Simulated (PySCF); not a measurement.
# Ionisation energy of B²⁺ by level of theory

B²⁺ [He] 2s1 (2S) → B³⁺ 1s2 (1S), as a difference of total energies. All numbers are calculated (PySCF 2.14, the spin-free X2C one-electron Hamiltonian (Gaussian nucleus), in dyall-acv3z). Correlated levels: valence and next inner shell: nothing frozen; virtual orbitals above 40 to 60 times the deepest correlated orbital energy dropped. The calculations carry no spin-orbit coupling.

```json
{"method": "UHF", "ionisation energy (eV)": "37.829", "error (eV)": "-0.102"}
{"method": "MP2 (valence and next inner shell)", "ionisation energy (eV)": "37.912", "error (eV)": "-0.019"}
{"method": "SCS-MP2 (valence and next inner shell)", "ionisation energy (eV)": "37.903", "error (eV)": "-0.028"}
{"method": "CCSD (valence and next inner shell)", "ionisation energy (eV)": "37.921", "error (eV)": "-0.010"}
{"method": "CCSD(T) (valence and next inner shell)", "ionisation energy (eV)": "37.921", "error (eV)": "-0.010"}
```

Reference: 37.931 eV (measured; NIST Atomic Spectra Database, ionization energies).

Errors of the correlated levels include the incompleteness of this basis.
